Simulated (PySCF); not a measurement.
# Reading the logs of faulty runs: AlH2NOSi

These are calculations, not measurements. They come from PySCF 2.14.0, an open-source quantum chemistry program, on an isolated molecule that a program drew, which may never have been made. The molecule is AlH2NOSi (charge 0, singlet), drawn as the SMILES string `[OH][Al]=[N][SiH]`.

Each row is a Hartree-Fock (HF) and frozen-core CCSD(T) single point in the cc-pV(D+d)Z basis, meant for a local HF minimum. Run 1 is clean. Each other run has one planted mistake out of seven kinds, and not every kind appears here: one electron removed, one electron added, multiplicity raised by two, geometry at a saddle point, minimal basis STO-3G, one bond length entered in bohr, all coordinates scaled. The reference is restricted for singlets and unrestricted otherwise, and also for a bond in bohr. Adding or removing an electron swaps singlet and doublet. Electrons count all cores. HOMO and LUMO are orbital energies over both spins, the gradient is its largest component, and the lowest frequency (negative if imaginary) is given only where the gradient is small. Bond lengths are over the 5 bonds as drawn. T1 is the CCSD diagnostic: over 0.02 (restricted) or 0.045 (unrestricted) a single reference is doubtful.

Geometry of the clean run:
```xyz
6
AlH2NOSi, angstrom
O     1.5688    2.6767   -1.5032
Al    1.0404    1.3334   -0.7094
N     0.4736    0.0324    0.0893
Si   -0.2962   -1.1782    0.9645
H     2.2874    2.9994   -2.0167
H     0.7273   -2.3275    0.8402
```

```
run  electrons  basis functions  <S^2>  HOMO (eV)  LUMO (eV)  gradient (hartree/bohr)  lowest frequency (cm^-1)  mean bond (Å)  longest bond (Å)      T1  HF (hartree)  CCSD(T) (hartree)               mistake
  1         44               84  0.000      -6.89       0.94                  1.3e-06                        74         1.4881             1.681  0.0210    -661.32680         -661.85763              no fault
  2         43               84  0.776     -15.10      -5.04                  6.0e-02                         -         1.4881             1.681  0.0270    -661.10978         -661.61242  one electron removed
  3         44               30  0.000      -3.01       8.09                  5.9e-02                         -         1.4881             1.681  0.0304    -653.24096         -653.45051  minimal basis STO-3G
  4         45               84  0.837      -0.34       6.19                  5.3e-02                         -         1.4881             1.681  0.0315    -661.31521         -661.86181    one electron added
  5         44               84  2.054      -5.66       0.38                  1.0e-01                         -         1.4881             1.681  0.0561    -661.27355         -661.79183                     ?
  6         44               84  0.000      -6.58       1.19                  6.0e-02                         -         1.4003             1.581  0.0188    -661.29563         -661.81359                     ?
```

**Which mistake was planted in run 5, and what did it cost?**

Electrons, basis and geometry are unchanged, and <S^2> is 2.054, beside S(S+1) = 2.00 for a multiplicity of 3. So the mistake is: multiplicity raised by two. Subtracting run 1 and multiplying by 627.51 kcal/mol a hartree, the energy moved by 33.4 kcal/mol in HF and 41.3 kcal/mol in CCSD(T).

**Which mistake was planted in run 6, and what did it cost?**

The mean and the longest bond both change by the same factor, 0.941, and the gradient is no longer small. So the mistake is: all coordinates scaled. Subtracting run 1 and multiplying by 627.51 kcal/mol a hartree, the energy moved by 19.6 kcal/mol in HF and 27.6 kcal/mol in CCSD(T).

Cautions from the logs. Run 1: T1 is over the limit, so its CCSD(T) energy is less reliable; run 3: T1 is over the limit, so its CCSD(T) energy is less reliable; run 5: T1 is over the limit, so its CCSD(T) energy is less reliable.
